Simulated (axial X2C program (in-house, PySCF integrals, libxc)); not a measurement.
Spin–orbit effects down a group: molecules with Cl (ions), CCSD

Calculated with an in-house all-electron X2C program for linear molecules (integrals from PySCF), spin-free (one-electron X2C) or two-component (2c: spin–orbit coupling with atomic mean-field Coulomb and Gaunt terms, which also bring small scalar terms), in Dyall basis sets with cores contracted in-house; open shells are unrestricted.

Basis sets: Be dyall-cv3z, Ca dyall-cv3z, Cl dyall-av3z, Mg dyall-cv3z, Sr dyall-cv3z. Frozen shells (counts by l): BeCl⁺ Cl 2s1p, Be 1s, 8 electrons correlated; MgCl⁺ Cl 2s1p, Mg 2s1p, 8 electrons correlated; CaCl⁺ Ca 3s2p, Cl 2s1p, 8 electrons correlated; SrCl⁺ Sr 4s3p1d, Cl 2s1p, 8 electrons correlated. Coupled cluster in natural virtuals with an MP2 remainder. Where the outer core of a metal is frozen, bonds come out longer and ionisation energies lower.

| molecule | spin-free state | Re (Å) | ωe (cm⁻¹) | De (eV) | 2c state | Re 2c (Å) | ωe 2c (cm⁻¹) | De 2c (eV) |
| --- | --- | --- | --- | --- | --- | --- | --- | --- |
| BeCl⁺ | M_S = 0, Λ = 0 | 1.725 | 1015.2 | 4.34 | Ω = 0 | 1.725 | 1014.9 | 4.31 |
| MgCl⁺ | M_S = 0, Λ = 0 | 2.114 | 561.1 | 3.08 | Ω = 0 | 2.115 | 560.9 | 3.05 |
| CaCl⁺ | M_S = 0, Λ = 0 | 2.382 | 430.9 | 4.08 | Ω = 0 | 2.382 | 430.9 | 4.05 |
| SrCl⁺ | M_S = 0, Λ = 0 | 2.523 | 350.3 | 4.20 | Ω = 0 | 2.523 | 350.3 | 4.18 |

Fragments in 2c: Cl + Be+, Cl + Mg+, Ca+ + Cl, Sr+ + Cl. Each entry is the lowest single determinant of a limited PBE0 search at one distance. De goes to single-determinant-based atoms at the same level (for ions the charge split of lowest energy) and is withheld (n/a) where an atom does not fit its ground term or J level. Main or longest-lived isotopes.
